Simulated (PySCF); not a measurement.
Method: PBE-D3(BJ)/def2-TZVP // B3LYP-D3(BJ)/def2-TZVP (PySCF 2.14.0). Isolated molecules, 0 K electronic values unless said otherwise. Delta-SCF ions had no search for a lower state. 

Reference species (SMILES): `[H]/N=c1\cn1` (neutral, multiplicity 1).

LUMO: -2.92 eV
vertical ionisation energy (Delta-SCF): 9.65 eV

Changed species: `N=C=C=N`.

### Question
What does the change do to the LUMO and vertical ionisation energy (Delta-SCF)?

### Answer
the LUMO falls by 0.77 eV, to -3.69 eV; the vertical ionisation energy (Delta-SCF) decreases by 1.11 eV, to 8.54 eV.
